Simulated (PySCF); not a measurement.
H5Sn, SMILES [SnH5-], charge -1. Atoms are numbered in the order given.

```xyz
6

Sn     0.0000     0.0000     0.0000
H      0.0000     0.0000     1.8820
H      0.0000     0.0000    -1.8820
H      1.7736     0.0000     0.0000
H     -0.8868     1.5360     0.0000
H     -0.8868    -1.5360     0.0000
```
Charge -1, spin multiplicity 1.

Coordinates come from a B3LYP-D3(BJ)/def2-TZVPD optimisation. The def2 effective core potentials stand for the cores of Sn; spin–orbit coupling is left out.

Computed with PySCF with PBE/def2-TZVPD.

Mulliken values depend strongly on the basis, most of all with diffuse functions as here. ESP charges are fitted to the potential on shells at 1.4 to 2.0 van der Waals radii. Atomic charges (e):

```json
[
 {"atom": "Sn1", "ESP fit": "[?]", "Mulliken": "-0.50"},
 {"atom": "H2", "ESP fit": "[?]", "Mulliken": "-0.10"},
 {"atom": "H3", "ESP fit": "[?]", "Mulliken": "-0.10"},
 {"atom": "H4", "ESP fit": "[?]", "Mulliken": "-0.10"},
 {"atom": "H5", "ESP fit": "[?]", "Mulliken": "-0.10"},
 {"atom": "H6", "ESP fit": "[?]", "Mulliken": "-0.10"}
]
```

Task: Some entries are withheld; supply them. (Estimate from the structure and the level; the computed values follow.)

Result: 
- Sn1, ESP fit: 0.42
- H2, ESP fit: -0.39
- H3, ESP fit: -0.39
- H4, ESP fit: -0.21
- H5, ESP fit: -0.21
- H6, ESP fit: -0.21
